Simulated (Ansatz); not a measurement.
The inner images of a band of AlF3 + H3P (8 atoms, charge 0, multiplicity 1) are given out of order.

The calculation used Ansatz, RKS PBE0/cc-pVDZ.

Image 0:

```xyz
8
Properties=species:S:1:pos:R:3
Al 0.060 -0.192 0.146
F -0.093 0.532 1.660
F 1.564 -0.169 -0.612
F -1.321 -0.372 -0.803
P 0.206 -2.928 1.056
H -0.777 -2.510 0.096
H 1.320 -2.339 0.369
H 0.000 -1.820 1.948
```

Image 8:

```xyz
8
Properties=species:S:1:pos:R:3
Al 0.104 -0.545 -0.061
F -0.096 0.182 1.861
F 1.529 0.256 -0.485
F -1.369 0.003 -0.682
P 0.197 -2.705 0.831
H -0.696 -3.285 -0.121
H 1.406 -3.081 0.167
H -0.119 -0.624 2.352
```

Put them in order from the first end to the last, with their energies above the first end.
A.
```xyz
8
Properties=species:S:1:pos:R:3
Al 0.081 -0.428 0.026
F -0.135 0.069 1.809
F 1.561 0.123 -0.556
F -1.354 -0.146 -0.807
P 0.213 -2.669 1.119
H -0.771 -2.931 0.118
H 1.378 -2.730 0.296
H -0.017 -1.087 1.857
```
B.
```xyz
8
Properties=species:S:1:pos:R:3
Al 0.099 -0.507 -0.067
F -0.135 0.111 1.868
F 1.540 0.256 -0.498
F -1.357 -0.006 -0.757
P 0.222 -2.638 0.907
H -0.743 -3.206 0.025
H 1.402 -3.014 0.202
H -0.070 -0.796 2.180
```
C.
```xyz
8
Properties=species:S:1:pos:R:3
Al 0.093 -0.497 -0.026
F -0.134 0.069 1.862
F 1.551 0.180 -0.530
F -1.357 -0.085 -0.781
P 0.219 -2.643 1.015
H -0.761 -3.052 0.065
H 1.395 -2.857 0.240
H -0.048 -0.915 2.016
```
D.
```xyz
8
Properties=species:S:1:pos:R:3
Al 0.057 -0.163 0.172
F -0.135 0.549 1.690
F 1.575 -0.121 -0.554
F -1.301 -0.359 -0.803
P 0.208 -2.923 1.099
H -0.798 -2.630 0.122
H 1.304 -2.460 0.300
H 0.046 -1.694 1.837
```
E.
```xyz
8
Properties=species:S:1:pos:R:3
Al 0.071 -0.339 0.068
F -0.140 0.174 1.749
F 1.566 0.082 -0.578
F -1.343 -0.183 -0.831
P 0.208 -2.705 1.181
H -0.776 -2.881 0.155
H 1.363 -2.681 0.334
H 0.008 -1.267 1.783
```
F.
```xyz
8
Properties=species:S:1:pos:R:3
Al 0.061 -0.236 0.111
F -0.138 0.288 1.731
F 1.567 0.040 -0.586
F -1.331 -0.211 -0.832
P 0.208 -2.799 1.198
H -0.784 -2.817 0.163
H 1.341 -2.624 0.337
H 0.034 -1.441 1.740
```
G.
```xyz
8
Properties=species:S:1:pos:R:3
Al 0.056 -0.160 0.149
F -0.138 0.433 1.722
F 1.568 -0.033 -0.576
F -1.311 -0.270 -0.825
P 0.209 -2.890 1.164
H -0.790 -2.739 0.149
H 1.318 -2.557 0.321
H 0.046 -1.583 1.758
```

D (+0.01 eV), G (+0.07 eV), F (+0.26 eV), E (+0.67 eV), A (+0.93 eV), C (+0.77 eV), B (+0.65 eV).

Run time: 3.1 min on 2 threads of Arm Neoverse V1, with other jobs on the host, peak memory 0.2 GiB.
